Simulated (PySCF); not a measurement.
# Löwdin shares of the frontier orbitals

Species: H7PSSi2.
Cartesian coordinates in Å at the PBE0-D3(BJ)/def2-SVP level; atoms count from 1:
```
atom  x, y, z in Å
Si1    1.7800    0.7769   -0.9742
S2     1.1354   -0.4587    0.6636
Si3   -0.7424   -1.1553   -0.1343
P4    -2.2343    0.4301   -0.7444
H5     3.2484    0.9615   -0.8054
H6     1.1068    2.1091   -0.9612
H7     1.4872    0.1039   -2.2761
H8    -0.5084   -2.0079   -1.3387
H9    -1.3428   -1.9693    0.9602
H10   -1.3352    1.0732   -1.6503
H11   -1.9168    1.2970    0.3457
```

Level of theory: TDDFT wB97X-D/def2-SVPD, vertical, gas phase, core orbitals frozen in the response in PySCF.

Kohn–Sham orbitals with the atoms that hold most of them (Löwdin shares over 4%, at most four atoms; ? is withheld):

```json
{"orbital": "HOMO-3", "ε (eV)": "-11.23", "atoms": "Si3 23%, S2 22%, Si1 13%, P4 11%"}
{"orbital": "HOMO-2", "ε (eV)": "-10.97", "atoms": "S2 33%, P4 18%, Si3 13%, Si1 12%"}
{"orbital": "HOMO-1", "ε (eV)": "-9.90", "atoms": "?"}
{"orbital": "HOMO", "ε (eV)": "?", "atoms": "S2 48%, P4 29%, Si3 8%, Si1 5%"}
{"orbital": "LUMO", "ε (eV)": "1.21", "atoms": "?"}
{"orbital": "LUMO+1", "ε (eV)": "1.44", "atoms": "S2 27%, Si1 22%, P4 12%, Si3 11%"}
{"orbital": "LUMO+2", "ε (eV)": "1.64", "atoms": "P4 21%, Si3 20%, Si1 17%, H10 8%"}
```

**Question.** Give the leading atoms of the HOMO-1.

**Answer.** S2 (bonded to 2 Si) 36%; P4 (bonded to Si and 2 H) 32%; Si3 (bonded to P, S and 2 H) 11%; Si1 (bonded to S and 3 H) 6%. By element: sulfur 36%, phosphorus 32%, silicon 17%.

**Question.** Which atoms hold the LUMO, and with what shares?

**Answer.** S2 (bonded to 2 Si) 27%; Si3 (bonded to P, S and 2 H) 22%; P4 (bonded to Si and 2 H) 19%; Si1 (bonded to S and 3 H) 10%. By element: silicon 32%, sulfur 27%, phosphorus 19%.

**Question.** What is the HOMO energy, and the HOMO–LUMO gap?

**Answer.** ε(HOMO) = -9.03 eV; the gap is 10.24 eV (0.3763 hartree).

**Question.** How does S1 compare with the orbital gap of 10.24 eV?

**Answer.** S1 is at 5.95 eV (f = 0.064), 4.29 eV below the gap, made of HOMO→LUMO (83%). 

**Question.** One configuration dominates each of S1 and S2. Which, and how do the shares of the two leading atoms of either orbital change from the occupied to the empty one?

**Answer.** 
- S1 (5.95 eV, f 0.064), HOMO→LUMO (83%): S2 48% → 27%, P4 29% → 19%, Si3 8% → 22%
- S2 (6.14 eV, f 0.0029), HOMO→LUMO+1 (77%): S2 48% → 27%, P4 29% → 12%, Si1 5% → 22%

Löwdin shares depend on the basis, the more so with diffuse functions.

The run took 56 s wall on one thread of an Arm Neoverse V2, no GPU, on a shared host.

One conformer stands for the species.
